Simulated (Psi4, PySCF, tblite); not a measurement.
Two rigid molecules brought together: CO2 ··· COS (SMILES O=C=O and O=C=S). Monomers: optimised at B3LYP-D3(BJ) (def2-TZVP), held rigid. Orientation: lowest of the rigid-body minima from ten starts at GFN2-xTB. R is the distance of the centres of mass, along which the second monomer moves.

- RKS-B3LYP/6-31G* = restricted B3LYP/6-31G*, spherical d, no counterpoise correction (PySCF 2.14.0)
- GFN2-xTB (tblite)
- RKS-BP86/6-31G* = restricted BP86/6-31G*, spherical d, no counterpoise correction (PySCF)
- SAPT0/jun-cc-pVDZ, frozen core (Psi4)

Interaction energies in kJ/mol; the last columns give the difference from SAPT0:

| R / Å | RKS-B3LYP/6-31G* | GFN2-xTB | RKS-BP86/6-31G* | SAPT0/jun-cc-pVDZ | RKS-B3LYP/6-31G* − SAPT0/jun-cc-pVDZ | GFN2-xTB − SAPT0/jun-cc-pVDZ | RKS-BP86/6-31G* − SAPT0/jun-cc-pVDZ |
|---|---|---|---|---|---|---|---|
| 3.35 | 16.05 | 3.23 | 20.12 | 11.66 | 4.39 | -8.43 | 8.46 |
| 3.56 | 4.14 | -3.06 | 8.44 | 1.09 | 3.05 | -4.14 | 7.35 |
| 3.73 | -0.58 | -5.13 | 3.57 | -2.81 | 2.23 | -2.32 | 6.38 |
| 3.96 | -3.25 | -5.83 | 0.44 | -4.71 | 1.47 | -1.12 | 5.15 |
| 4.17 | -3.74 | -5.52 | -0.61 | -4.85 | 1.11 | -0.67 | 4.24 |
| 4.37 | -3.41 | -4.92 | -0.86 | -4.43 | 1.01 | -0.50 | 3.57 |
| 4.64 | -2.54 | -4.03 | -0.76 | -3.61 | 1.07 | -0.42 | 2.85 |
| 4.95 | -1.56 | -3.09 | -0.56 | -2.71 | 1.15 | -0.38 | 2.16 |
| 5.43 | -0.69 | -1.99 | -0.39 | -1.69 | 1.00 | -0.30 | 1.30 |
| 6.12 | -0.32 | -1.05 | -0.25 | -0.88 | 0.56 | -0.18 | 0.63 |
| 7.15 | -0.15 | -0.44 | -0.12 | -0.37 | 0.23 | -0.07 | 0.26 |
| 8.49 | -0.06 | -0.17 | -0.05 | -0.15 | 0.09 | -0.03 | 0.10 |

RKS-B3LYP/6-31G* is furthest from SAPT0/jun-cc-pVDZ at 3.35 (4.39 kJ/mol, above); its mean absolute difference over the points is 1.45 kJ/mol.

GFN2-xTB is furthest from SAPT0/jun-cc-pVDZ at 3.35 (-8.43 kJ/mol, below); its mean absolute difference over the points is 1.55 kJ/mol.

RKS-BP86/6-31G* is furthest from SAPT0/jun-cc-pVDZ at 3.35 (8.46 kJ/mol, above); its mean absolute difference over the points is 3.54 kJ/mol.
